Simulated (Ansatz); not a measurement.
`OC(O)Br` and `OC(O)I` differ in one element.

Ansatz, PBE0-D4/def2-TZVP geometries, multiplicity 1. Each molecule was computed in one conformer, which needn't be the lowest.

Elements past krypton have def2 core potentials. Scalar relativity is left out up to krypton.

| property | `OC(O)Br` |
| --- | --- |
| LUMO energy (B3LYP/def2-TZVPP) / eV | -0.38 |
| zero-point energy (PBE0-D4/def2-TZVP) / kJ/mol | 124.2 |
| LUMO energy (PBE/def2-TZVPP) / eV | -1.11 |
| size of the dipole moment (B3LYP/def2-TZVPP) / D | 2.40 |
| size of the dipole moment (ωB97M-V/def2-TZVPP) / D | 2.41 |
| size of the dipole moment (PBE/def2-TZVPP) / D | 2.42 |

Problem. What does the change do to each property? (An estimate is asked.)

Solution. Computed: 
```tsv
property	`OC(O)I`	shift
LUMO energy (B3LYP/def2-TZVPP) / eV	-1.24	-0.86
zero-point energy (PBE0-D4/def2-TZVP) / kJ/mol	122.9	-1.3
LUMO energy (PBE/def2-TZVPP) / eV	-1.88	-0.77
size of the dipole moment (B3LYP/def2-TZVPP) / D	2.34	-0.06
size of the dipole moment (ωB97M-V/def2-TZVPP) / D	2.33	-0.08
size of the dipole moment (PBE/def2-TZVPP) / D	2.42	0.00
```

With PBE0 the HOMO rises by 0.73 eV and the LUMO falls by 0.91 eV, so the gap narrows by about 1.64 eV. PBE moves the HOMO by 0.53 eV and ωB97M-V by 0.83 eV. Dipoles are sizes alone; their direction can turn.

B3LYP here is the variant with VWN-RPA as its local correlation; programs differ in this.

Spin–orbit coupling is left out; it splits and shifts lone-pair levels of the heavy atoms by tenths of an eV.
